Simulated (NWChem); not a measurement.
# CH3ClMg; SMILES [Cl][Mg][CH3]

```xyz
6

Mg    -0.0627    -0.2919     0.0001
Cl     0.3669     1.8901    -0.0004
C     -0.4660    -2.3417     0.0006
H      0.1723    -2.8800    -0.7313
H     -1.5243    -2.5468    -0.2657
H     -0.2801    -2.7909     0.9989
```
Atoms are numbered in this order, from 1.

Geometry: optimised at PBE-D3(BJ)/def2-SVP.

 Unshifted, non-relativistic core excitations; the lowest 4 roots alone, so stronger bands may lie above.

Q: List the first Cl K-edge excitations from BHandHLYP/cc-pVTZ, restricted-window TDA (NWChem).

A: 
```
state  energy (eV)  dipole oscillator strength           leading excitation (squared amplitude)
-----  -----------  --------------------------  -----------------------------------------------
S1          2792.5                      0.0015    1s of atom 2 or its equivalents → LUMO (0.88)
S2          2793.8                      0.0014  1s of atom 2 or its equivalents → LUMO+1 (0.92)
S3          2793.8                      0.0014  1s of atom 2 or its equivalents → LUMO+2 (0.92)
S4          2795.4                      0.0004  1s of atom 2 or its equivalents → LUMO+3 (0.81)
```
